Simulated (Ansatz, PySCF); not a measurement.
Pair of molecules: GeH4 (SMILES [GeH4]) (first 5 atoms) with CH2O2 (SMILES O=CO); geometry from B3LYP-D3(BJ)/def2-TZVP, rigid monomers moved along the line of their centres of mass till H5···H10 is 1.73 Å.
(charge 0, multiplicity 1):
| atom | x (Å) | y (Å) | z (Å) |
|---|---|---|---|
| Ge | -0.2849 | 0.1427 | 0.1368 |
| H | -0.8139 | -0.2185 | -1.2618 |
| H | -0.6826 | 1.5760 | 0.4963 |
| H | 1.2322 | -0.0508 | 0.1921 |
| H | -0.9535 | -0.8310 | 1.1351 |
| O | 0.8178 | 0.9116 | 3.0047 |
| C | 0.3942 | 0.2490 | 3.9101 |
| O | -0.4787 | -0.7595 | 3.7903 |
| H | 0.6678 | 0.3822 | 4.9646 |
| H | -0.7036 | -0.8544 | 2.8459 |

Monomers are frozen at their geometry in the pair; levels with a basis set take the counterpoise correction. Rows marked so take none.

Rows in 6-31G* carry no dispersion term and start afresh at each structure (6-31G* with six Cartesian d functions); the Pople sets are all-electron and without relativity.

The values were computed with Ansatz (a first-principles code) with Gaussian orbitals; PySCF for 6-31G* rows, the dispersion terms. 

One of these levels gives -2.48 kcal/mol for the interaction energy. Which?
A. PBE/def2-TZVPPD
B. PBE-D4/def2-TZVPPD
C. HF/6-31G*
D. M06-2X/6-31G* (no counterpoise)

B, PBE-D4/def2-TZVPPD. The others give 1.82 (HF/6-31G*), -1.11 (PBE/def2-TZVPPD), -3.81 (M06-2X/6-31G* (no counterpoise))
